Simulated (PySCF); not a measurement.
Computed with core-valence-separated Tamm–Dancoff BHandHLYP/aug-pcX-1 (pcseg-1 on H, def2-SVPD on Si) in PySCF, non-relativistic, gas phase, PBE0-D3(BJ)/def2-SVP geometry. No empirical shift is added; at this level the pattern usually sits a few eV under experiment.

Main lines of an unknown, eV (oscillator strength): N K: 400.2 (0.036), 400.3 (0.017), 400.5 (0.034). Listed: the first five lines at most of each edge with a tenth or more of its strongest line's intensity; roots within 0.03 eV on the same or equivalent atoms are summed. Only the lowest roots were sought, and the top ones are left out.

Problem. Which candidate gives them?
A. `[SiH3]N[SiH2][SiH3]`
B. `[SiH3]N([SiH3])[SiH3]`

Solution. B. 

- `[SiH3]N([SiH3])[SiH3]`: N K: 400.2 (0.036), 400.3 (0.017), 400.5 (0.034). First N line listed at 400.2 eV, hole on the nitrogen bridging silicon atoms.
- `[SiH3]N[SiH2][SiH3]`: N K: 398.7 (0.004), 400.0 (0.030), 400.4 (0.015), 400.4 (0.033), 400.7 (0.004). First N line listed at 398.7 eV, hole on the nitrogen bridging silicon atoms.

One conformer each; other structures than these candidates weren't tested.
